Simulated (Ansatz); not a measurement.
Geometry optimisation, Ansatz, RKS B3LYP/6-31G*.

Input:

```yaml
crystal:
  periodic: [false, false, false]
  atoms:
    - { symbol: B, position_ang: [-0.223744, 0.512207, -0.27343] }
    - { symbol: "N", position_ang: [-0.015901, -0.213831, 2.365473] }
    - { symbol: H, position_ang: [-0.723211, -0.661097, 2.945467] }
    - { symbol: H, position_ang: [0.89212, -0.458759, 2.755526] }
    - { symbol: H, position_ang: [0.815703, -0.065937, -0.456061] }
    - { symbol: O, position_ang: [-1.394934, -0.064795, -0.673986] }
    - { symbol: H, position_ang: [-1.258973, -0.976899, -0.972365] }
    - { symbol: Si, position_ang: [-0.330966, 2.39102, 0.338868] }
    - { symbol: H, position_ang: [-1.692773, 2.987556, 0.19769] }
    - { symbol: H, position_ang: [0.062784, 2.609246, 1.768104] }
    - { symbol: H, position_ang: [0.609488, 3.256554, -0.438426] }
    - { symbol: H, position_ang: [-0.119894, 0.811034, 2.48354] }
basis:
  gaussian: { orbitals: "6-31G*" }
hamiltonian:
  xc: b3lyp
relax:
  f_tol: 0.03
  max_steps: 50
```

Run as:

```bash
$ ansatz run input.yaml --threads 1 --pin off --max-ram 2048MiB --backend cpu --events-out ev --progress --plain --runs-dir out
```

Where does it end, and by what steps?

It converged. The force dipped under the threshold on the way, but the program's further checks kept it going. After 22 steps the energy has fallen by 0.475 eV; H4 moved furthest, 1.34 Å. Joined: B1–N2 (2.74 → 1.72 Å).

```
step  energy less start (eV)  largest force component (eV/Å)  accepted
   0                  0.0000                           1.010       yes
   1                 -0.0800                           0.810       yes
   2                 -0.1017                           0.474       yes
   3                 -0.1342                           0.582       yes
   4                 -0.1671                           0.474       yes
   5                 -0.2316                           0.709       yes
   6                 -0.3359                           1.002       yes
   7                 -0.3631                           0.712       yes
   8                 -0.3839                           0.281       yes
   9                 -0.3954                           0.165       yes
  10                 -0.4019                           0.347       yes
  11                 -0.4047                           0.579       yes
  12                 -0.4398                           0.210       yes
  13                 -0.4593                           0.063       yes
  14                 -0.4424                           0.867        no
  15                 -0.4685                           0.051       yes
  16                 -0.4700                           0.258       yes
  17                 -0.4733                           0.078       yes
  18                 -0.4724                           0.200        no
  19                 -0.4743                           0.027       yes
  20                 -0.4749                           0.046       yes
  21                 -0.4752                           0.033       yes
  22                 -0.4754                           0.012       yes
```

```xyz
12
Properties=species:S:1:pos:R:3
B -0.033 0.426 0.386
N -0.231 -0.095 2.010
H -1.191 0.082 2.314
H -0.075 -1.103 2.080
H 1.127 0.130 0.166
O -1.035 -0.290 -0.352
H -0.631 -1.002 -0.864
Si -0.359 2.459 0.403
H -1.765 2.846 0.767
H 0.499 3.204 1.392
H -0.088 3.094 -0.922
H 0.402 0.376 2.659
```

Whether the end is a true minimum wasn't checked by a vibrational analysis.

Run time: 92 s on 1 thread of Arm Neoverse V2, on a shared host, peak memory 0.15 GiB.
